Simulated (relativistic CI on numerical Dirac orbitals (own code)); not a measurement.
**Sensitivity of the levels of Nb14+ to α and to the nuclear radius**

Method of calculation: Dirac-Coulomb-Breit CI, KLI orbitals optimised for each configuration, derivatives by finite differences, unscaled Slater integrals, QED left out (own radial code, finite nucleus).

Configurations in the expansion (outside the closed core [Ne]): 3s2 3p6 3d9, 3s2 3p5 3d10, 3s 3p6 3d10, 3s2 3p6 3d8 4s, 3s2 3p6 3d8 4p, 3s2 3p6 3d8 4d, 3s2 3p6 3d7 4s2, 3s2 3p6 3d8 4f. Levels of other configurations are missing.

With x = (α/α₀)² − 1 an excitation energy changes as ω = ω₀ + qx; K = 2q/ω₀ is the relative enhancement. Terms are leading LS components, so labels can repeat. The field-shift factor is F = δν/δ⟨r²⟩ for the transition from the lowest level.

Lowest level 3s2 3p6 3d9 2D_5/2.

```tsv
Level	ω₀ (cm⁻¹)	q (cm⁻¹)	K	F (GHz/fm²)
3s2 3p6 3d9 2D_3/2	23224	23030	1.98	0.142
3s2 3p5 3d10 2P°_3/2	1281660	33870	0.0528	2.22
3s2 3p5 3d10 2P°_1/2	1410634	170200	0.241	0.525
3s2 3p6 3d8 4s 4F_9/2	1633208	-73330	-0.0898	41.8
3s2 3p6 3d8 4s 4F_7/2	1641594	-70280	-0.0856	41.6
3s2 3p6 3d8 4s 4F_5/2	1656375	-52450	-0.0633	41.9
3s2 3p6 3d8 4s 2F_7/2	1659870	-54700	-0.0659	41.6
3s2 3p6 3d8 4s 4F_3/2	1660893	-55080	-0.0663	41.9
3s2 3p6 3d8 4s 2F_5/2	1669329	-62830	-0.0753	41.6
3s2 3p6 3d8 4s 4P_5/2	1686428	-55140	-0.0654	41.8
3s2 3p6 3d8 4s 2D_3/2	1689795	-58610	-0.0694	41.8
3s2 3p6 3d8 4s 4P_1/2	1701944	-55060	-0.0647	42
3s2 3p6 3d8 4s 4P_3/2	1704129	-49340	-0.0579	41.9
3s2 3p6 3d8 4s 2D_5/2	1711188	-36900	-0.0431	42
3s2 3p6 3d8 4s 2P_1/2	1716917	-52940	-0.0617	41.5
3s2 3p6 3d8 4s 2P_3/2	1717507	-43520	-0.0507	41.7
3s2 3p6 3d8 4s 2G_9/2	1717597	-55300	-0.0644	41.9
3s2 3p6 3d8 4s 2G_7/2	1717866	-54920	-0.0639	41.8
3s2 3p6 3d8 4s 2S_1/2	1816456	-45090	-0.0496	41.7
3s2 3p6 3d8 4p 4D°_7/2	1864620	-60900	-0.0653	6.22
3s2 3p6 3d8 4p 4G°_9/2	1871336	-62860	-0.0672	6.26
3s2 3p6 3d8 4p 4D°_5/2	1886735	-38890	-0.0412	6.25
3s2 3p6 3d8 4p 4G°_7/2	1889215	-40960	-0.0434	6.34
```

At this charge energies of transitions that change n are usually good to better than 1 %, and those within a shell (Δn = 0) to a few per cent.
